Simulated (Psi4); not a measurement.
C2H5S, doublet, geometry from GFN2-xTB; PBE/def2-SVP run with Psi4.

Input for Psi4:
```
memory 2 GB

molecule mol {
0 2
  C     0.005961    1.318105   -0.607329
  S    -0.171148    0.115116    0.583727
  C     0.222020   -1.373632   -0.385197
  H     0.710619    1.157904   -1.399658
  H    -0.226497    2.316277   -0.297022
  H     0.132268   -2.225304    0.280552
  H    -0.483491   -1.459379   -1.206035
  H     1.237578   -1.298185   -0.762312
}

set basis def2-svp
set reference uks
set guess huckel

energy('pbe')
print_variables()
```

Task: Write the output that Psi4 gives for this input, abridged.

Result: 
```
   => Loading Basis Set <=

    Name: DEF2-SVP
    Role: ORBITAL
    Keyword: BASIS

         ---------------------------------------------------------
                                   SCF
               by Justin Turney, Rob Parrish, Andy Simmonett
                          and Daniel G. A. Smith
                              UKS Reference
         ---------------------------------------------------------

  ==> Geometry <==

    Molecular point group: c1
    Full point group: C1

    Geometry (in Angstrom), charge = 0, multiplicity = 2:

       Center              X                  Y                   Z               Mass
    ------------   -----------------  -----------------  -----------------  -----------------
         C            0.028169759901     1.293622929321    -0.662100759368    12.000000000000
         S           -0.148939240099     0.090633929321     0.528955240632    31.972071174400
         C            0.244228759901    -1.398114070679    -0.439968759368    12.000000000000
         H            0.732827759901     1.133421929321    -1.454429759368     1.007825032230
         H           -0.204288240099     2.291794929321    -0.351793759368     1.007825032230
         H            0.154476759901    -2.249786070679     0.225780240632     1.007825032230
         H           -0.461282240099    -1.483861070679    -1.260806759368     1.007825032230
         H            1.259786759901    -1.322667070679    -0.817083759368     1.007825032230

  Running in c1 symmetry.

  Rotational constants: A =      0.68835  B =      0.27299  C =      0.20399 [cm^-1]
  Rotational constants: A =  20636.29445  B =   8184.11522  C =   6115.49820 [MHz]
  Nuclear repulsion =  104.340278618611137

  Charge       = 0
  Multiplicity = 2
  Electrons    = 33
  Nalpha       = 17
  Nbeta        = 16

  ==> Algorithm <==

  SCF Algorithm Type is DF.
  DIIS enabled.
  MOM disabled.
  Fractional occupation disabled.
  Guess Type is HUCKEL.
  Energy threshold   = 1.00e-06
  Density threshold  = 1.00e-06
  Integral threshold = 1.00e-12

  ==> Primary Basis <==

  Basis Set: DEF2-SVP
    Blend: DEF2-SVP
    Number of shells: 35
    Number of basis functions: 71
    Number of Cartesian functions: 74
    Spherical Harmonics?: true
    Max angular momentum: 2

  ==> DFT Potential <==

   => LibXC <=

    Version 7.1.2
    S. Lehtola, C. Steigemann, M. J. T. Oliveira, and M. A. L. Marques,  SoftwareX 7, 1–5 (2018) (10.1016/j.softx.2017.11.002)

   => Composite Functional: PBE <=

    PBE GGA Exchange-Correlation Functional

    J.P. Perdew et. al., Phys. Rev. Lett., 77(18), 3865-3868, 1996

    Deriv               =              1
    GGA                 =           TRUE
    Meta                =          FALSE

    Exchange Hybrid     =          FALSE
    MP2 Hybrid          =          FALSE

   => Exchange Functionals <=

    1.0000     XC_GGA_X_PBE

   => Correlation Functionals <=

    1.0000     XC_GGA_C_PBE

   => LibXC Density Thresholds  <==

    XC_GGA_C_PBE:  1.00E-12
    XC_GGA_X_PBE:  1.00E-15

   => Molecular Quadrature <=

    Radial Scheme          =       TREUTLER
    Pruning Scheme         =           NONE
    Nuclear Scheme         =       TREUTLER

    Blocking Scheme        =         OCTREE
    BS radius alpha        =              1
    Pruning alpha          =              1
    Radial Points          =             75
    Spherical Points       =            302
    Total Points           =         171810
    Total Blocks           =           1351
    Max Points             =            255
    Max Functions          =             71
    Weights Tolerance      =       1.00E-15

   => Loading Basis Set <=

    Name: (DEF2-SVP AUX)
    Role: JKFIT
    Keyword: DF_BASIS_SCF

  ==> Integral Setup <==

  SCF_SUBTYPE=INCORE selected. In-core MEM_DF algorithm will be used.
  Using in-core AOs.

  ==> MemDFJK: Density-Fitted J/K Matrices <==

    J tasked:                   Yes
    K tasked:                    No
    wK tasked:                   No
    Algorithm:                 Core
    Schwarz Cutoff:           1E-12
    Mask sparsity (%):       0.5158
    Fitting Condition:        1E-10

   => Auxiliary Basis Set <=

  Basis Set: (DEF2-SVP AUX)
    Blend: DEF2-UNIVERSAL-JKFIT
    Number of shells: 118
    Number of basis functions: 368
    Number of Cartesian functions: 433
    Spherical Harmonics?: true
    Max angular momentum: 4

  Minimum eigenvalue in the overlap matrix is 7.8425926779E-03.
  Reciprocal condition number of the overlap matrix is 1.5147737590E-03.
    Using symmetric orthogonalization.

  ==> Pre-Iterations <==

  SCF Guess: Huckel guess via on-the-fly atomic UHF (doi:10.1021/acs.jctc.8b01089).

   -------------------------------------------------------
    Irrep   Nso     Nmo     Nalpha   Nbeta   Ndocc  Nsocc
   -------------------------------------------------------
     A         71      71      17      16      16       1
   -------------------------------------------------------
    Total      71      71      17      16      16       1
   -------------------------------------------------------

  ==> Iterations <==

                           Total Energy        Delta E     RMS |[F,P]|

   @DF-UKS iter   1:  -476.03409786680174   -4.76034e+02   1.97617e-02 ADIIS/DIIS
   @DF-UKS iter   2:  -476.04336710124386   -9.26923e-03   1.74081e-02 ADIIS/DIIS
   @DF-UKS iter   3:  -476.68358831134555   -6.40221e-01   8.27653e-03 ADIIS/DIIS
   @DF-UKS iter   4:  -476.85012134797131   -1.66533e-01   2.96264e-03 ADIIS/DIIS
   @DF-UKS iter   5:  -476.87251468999210   -2.23933e-02   1.27719e-03 ADIIS/DIIS
   @DF-UKS iter   6:  -476.87698885256350   -4.47416e-03   4.52940e-04 ADIIS/DIIS
   @DF-UKS iter   7:  -476.87760275339116   -6.13901e-04   4.81526e-05 DIIS
   @DF-UKS iter   8:  -476.87761005589510   -7.30250e-06   1.10350e-05 DIIS
   @DF-UKS iter   9:  -476.87761041444406   -3.58549e-07   4.44635e-06 DIIS
   @DF-UKS iter  10:  -476.87761048613186   -7.16878e-08   9.92961e-07 DIIS
  Energy and wave function converged.

  ==> Post-Iterations <==

   Electrons on quadrature grid:
      Nalpha   =   17.0000004534 ; deviation = 4.534e-07
      Nbeta    =   16.0000007327 ; deviation = 7.327e-07
      Ntotal   =   33.0000011861 ; deviation = 1.186e-06

   @Spin Contamination Metric:   2.627178951E-03
   @S^2 Expected:                7.500000000E-01
   @S^2 Observed:                7.526271790E-01
   @S   Expected:                5.000000000E-01
   @S   Observed:                5.000000000E-01

    Orbital Energies [Eh]
    ---------------------

    Alpha Occupied:

[...]
    Alpha Virtual:

[...]
    Beta Occupied:

[...]
      16A     -0.231052

    Beta Virtual:

[...]
      71A      2.859031

    Final Occupation by Irrep:
              A
    DOCC [    16 ]
    SOCC [     1 ]
    NA   [    17 ]
    NB   [    16 ]

  @DF-UKS Final Energy:  -476.87761048613186

   => Energetics <=

    Nuclear Repulsion Energy =            104.3402786186111371
    One-Electron Energy =                -862.0432386569807477
    Two-Electron Energy =                 318.9058956093557526
    DFT Exchange-Correlation Energy =     -38.0805460571180205
    Empirical Dispersion Energy =           0.0000000000000000
    VV10 Nonlocal Energy =                  0.0000000000000000
    Total Energy =                       -476.8776104861318572

  UHF NO Occupations:
  HONO-2 :   15  A 1.9996316
  HONO-1 :   16  A 1.9993665
  HONO-0 :   17  A 1.0000000
  LUNO+0 :   18  A 0.0006335
  LUNO+1 :   19  A 0.0003684
  LUNO+2 :   20  A 0.0001401
  LUNO+3 :   21  A 0.0001115

Computation Completed

Properties will be evaluated at   0.000000,   0.000000,   0.000000 [a0]

Properties computed using the SCF density matrix

 Multipole Moments:

 ------------------------------------------------------------------------------------
     Multipole            Electronic (a.u.)      Nuclear  (a.u.)        Total (a.u.)
 ------------------------------------------------------------------------------------

 L = 1.  Multiply by 2.5417464519 to convert [e a0] to [Debye]
 Dipole X            :         -1.1269630            1.3849502            0.2579872
 Dipole Y            :          1.1192510           -1.5267123           -0.4074613
 Dipole Z            :          3.1885637           -3.4156177           -0.2270540
 Magnitude           :                                                    0.5330437

 ------------------------------------------------------------------------------------

  Variable Map:
  ----------------------------------------------------------------------------
[...]
  Array Variable Map:
  ----------------------------------------------------------------------------
[...]
[...]
```
